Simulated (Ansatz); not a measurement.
```yaml
crystal:
  periodic: [false, false, false]
  atoms:
    - {symbol: In, position_ang: [1.514372, -1.589131, 0.116684]}
    - {symbol: In, position_ang: [-1.116364, 2.161830, 0.306360]}
    - {symbol: In, position_ang: [-0.213534, -1.610561, -2.537500]}
    - {symbol: In, position_ang: [-2.030154, -0.996178, 0.262957]}
    - {symbol: In, position_ang: [-0.428214, -2.627983, 3.115974]}
    - {symbol: In, position_ang: [1.245508, 1.330028, -1.742525]}
    - {symbol: In, position_ang: [1.873522, 2.400121, 2.387478]}
    - {symbol: As, position_ang: [-3.171880, 1.050880, -1.061309]}
    - {symbol: As, position_ang: [-0.712770, -3.169077, -0.410565]}
    - {symbol: As, position_ang: [1.582641, -0.534840, 2.521838]}
    - {symbol: As, position_ang: [-1.345540, 0.802114, -2.699738]}
    - {symbol: As, position_ang: [1.139505, 3.425377, -0.257873]}
    - {symbol: As, position_ang: [2.447967, -0.925405, -2.355477]}
    - {symbol: As, position_ang: [-0.785049, 0.282825, 2.353705]}
basis:
  gaussian: {orbitals: def2-mTZVP, fitting: {mean_field: def2-universal-jkfit}}
magnetization: {spin_polarized: true, initial_magnetization: 2}
hamiltonian: {xc: {name: wB97X-D}}
scf: {omitted_lower_state_checks: [starts]}
```

```sh
$ ansatz run in.yaml --threads 2 --pin off --events-out ev --progress --plain --max-ram 32768MiB --backend cuda --devices 0, --max-vram 18GiB
```

Shortened log:

```
Error: YAML parse error: error: line 21 column 19: hamiltonian.xc: no functional is named "wB97X-D"; the names, which are not case-sensitive, are SVWN5, SPW92, PBE, PBE0, PBEsol, revPBE, revPBE0, RPBE, rPW86-PBE, HSE06, wPBEh, LC-wPBE, HISS, HF, BLYP, B3LYP, B3LYP5, BHLYP, CAM-B3LYP, r2SCAN, r2SCANh, r2SCAN0, r2SCAN50, m-r2SCAN, B97, wB97, wB97X, wB97X-V, B97M-V, wB97M-V, B2PLYP, B2GP-PLYP, PBE0-DH, PBE-QIDH
19 |   gaussian: {orbitals: def2-mTZVP, fitting: {mean_field: def2-universal-jkfit}}
20 | magnetization: {spin_polarized: true, initial_magnetization: 2}
21 | hamiltonian: {xc: {name: wB97X-D}}
22 | scf: {omitted_lower_state_checks: [starts]}
```

In this input the method's name isn't one that the program takes here. The input was rejected before any iteration.
